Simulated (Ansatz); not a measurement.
Correlation energies of CH6AlFSi (`[CH3][AlH][SiH2]F`) by basis set

```json
{"atom": "C1", "x (Å)": "0.2793", "y (Å)": "-0.3758", "z (Å)": "1.8692"}
{"atom": "Al2", "x (Å)": "-0.0224", "y (Å)": "-0.9116", "z (Å)": "0.0185"}
{"atom": "Si3", "x (Å)": "-0.2540", "y (Å)": "0.7884", "z (Å)": "-1.7607"}
{"atom": "F4", "x (Å)": "-0.1288", "y (Å)": "2.2802", "z (Å)": "-1.1507"}
{"atom": "H5", "x (Å)": "-0.5107", "y (Å)": "0.3028", "z (Å)": "2.2080"}
{"atom": "H6", "x (Å)": "1.2166", "y (Å)": "0.1848", "z (Å)": "1.9554"}
{"atom": "H7", "x (Å)": "0.3247", "y (Å)": "-1.2204", "z (Å)": "2.5599"}
{"atom": "H8", "x (Å)": "-0.1259", "y (Å)": "-2.4417", "z (Å)": "-0.4123"}
{"atom": "H9", "x (Å)": "0.7903", "y (Å)": "0.6705", "z (Å)": "-2.8219"}
{"atom": "H10", "x (Å)": "-1.5691", "y (Å)": "0.7228", "z (Å)": "-2.4654"}
```

The species carries charge 0 and has multiplicity 1. Geometry: relaxed with PBE0-D4/def2-TZVP. It is one conformer, not always the lowest. Frozen core, restricted reference, the Gaussian-basis code of Ansatz. CBS rows extrapolate triple and quadruple zeta; past MP2 they add the triple-zeta difference.

```tsv
basis	HF (Eh)	MP2 corr.
def2-SVP	-671.41568	-0.49054
def2-TZVPP	-671.78327	-0.62982
def2-QZVPP	-671.80649	-0.68111
```

(1) Estimate the CCSD correlation energy and the (T) correction in each basis where they were run (hartree).

Answers

(1) 
```json
{"basis": "def2-SVP", "CCSD corr.": "-0.54092", "(T)": "-0.01140"}
{"basis": "def2-TZVPP", "CCSD corr.": "-0.67635", "(T)": "-0.02132"}
{"basis": "CBS(def2)", "CCSD corr.": "-0.76563", "(T)": "as TZ"}
```
